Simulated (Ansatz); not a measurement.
`C=C[SiH](O)F` + HBr → `C=C[SiH](F)Br` + H₂O  (ligand exchange at the Si–O bond)

Isolated molecules relaxed with PBE0-D4/def2-TZVP in Ansatz; ΔE leaves out vibrations. CCSD(T)/CBS adds triple-zeta CCSD(T) − MP2 to the extrapolated MP2 energy (def2 sets, frozen cores). This one scheme is used for every species. Functionals use def2-TZVPP. HSE06 is defined as in plane-wave codes. For Br outer-core shells are correlated without core-valence functions, which leaves a few kJ/mol of doubt a bond. Scalar relativity is left out up to krypton. Each species was taken in one conformer, which may not be the lowest.

```csv
level,ΔE (kcal/mol),difference from CCSD(T)/CBS
PBE-D4,0.7,-0.9
CAM-B3LYP-D4,4.6,3.0
ωB97M-V,2.8,1.2
HSE06,1.3,-0.3
BHLYP,4.5,2.9
RPA@PBE/def2-TZVPP,4.2,2.6
CCSD/def2-SVP,4.8,3.2
SCS-MP2/def2-TZVPP,3.2,1.6
MP2/def2-QZVPP,1.0,-0.6
CCSD/CBS(def2),1.9,0.3
CCSD(T)/CBS,1.6,0
```

Largest T1 diagnostic among the species: 0.012.

Leaving LDA and LC-ωPBE aside and taking each functional with its dispersion term where it has one, the values, not all of them listed here, spread over 4.0 kcal/mol, from revPBE-D4 to CAM-B3LYP-D4. LDA lies +1.7 kcal/mol from PBE without D4. At CCSD(T), def2-SVP lies +3.1 kcal/mol from the extrapolated value and def2-TZVPP +1.9 kcal/mol.

CCSD(T)/CBS has its own doubt, a few kJ/mol and more with outer-core shells, so smaller differences from it don't rank the levels.
